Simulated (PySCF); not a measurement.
**How methods differ on the ionisation energy of Zr**

Zr [Kr] 4d2 5s2 (3F) → Zr⁺ [Kr] 4d2 5s1 (4F), as a difference of total energies. Computed with PySCF 2.14 in aug-cc-pwCVTZ-PP with ECP28MDF, with a scalar-relativistic core potential. Correlated levels: valence: 4s2 4p6 frozen; valence and next inner shell: nothing frozen outside the core potential. The calculations carry no spin-orbit coupling.

| method | ionisation energy (eV) |
| --- | --- |
| UHF | 5.181 |
| LDA | 6.721 |
| PBE | 6.423 |
| PBE0 | 6.281 |
| r2SCAN | 6.132 |
| HSE06 | 6.298 |
| TPSSh | 6.259 |
| M06-L | 6.780 |
| MP2 (valence) | 6.120 |
| SCS-MP2 (valence) | 6.319 |
| MP2 (valence and next inner shell) | 6.402 |
| SCS-MP2 (valence and next inner shell) | 6.502 |

Errors of the correlated levels include the incompleteness of this basis and the frozen core.

**Question.** Which method comes closest to the reference value, and which is furthest?

**Answer.** The reference is 6.639 eV (measured; NIST levels, between the centres of gravity of the two terms). Closest: LDA (error 0.082 eV); furthest: UHF (error -1.458 eV).
